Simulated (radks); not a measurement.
Question: Valence configurations of Cd (all share [Kr]). All-electron calculation, Dirac Kohn-Sham, BLYP, spin-unpolarised, spherical densities, finite nucleus; open shells fill j = l - 1/2 first; Fermi nuclear charge, rms radius 4.6087 fm. Program: a radial shooting solver on a logarithmic mesh with Libxc functionals. Order these by energy: 4d9.5 5s2 5p0.5; 4d9.5 5s1.5 5p1; 4d9 5s2 5p1; 4d9.5 5s0.5 5p2; 4d7.5 5s0.5 5p4; 4d8 5s2 5p2; 4d10 5s2; 4d10 5s1 5p1; 4d10 5p2.

Answer: From the lowest, in eV above it: 4d10 5s2 0.000; 4d10 5s1 5p1 4.522; 4d9.5 5s2 5p0.5 5.494; 4d9.5 5s1.5 5p1 7.942; 4d10 5p2 9.368; 4d9 5s2 5p1 11.995; 4d9.5 5s0.5 5p2 13.058; 4d8 5s2 5p2 28.002; 4d7.5 5s0.5 5p4 48.236. NIST lists [Kr] 4d10 5s2 as the ground configuration; this level of theory agrees among the configurations tried. The energies are those of spherical spin-averaged densities, not of single terms.
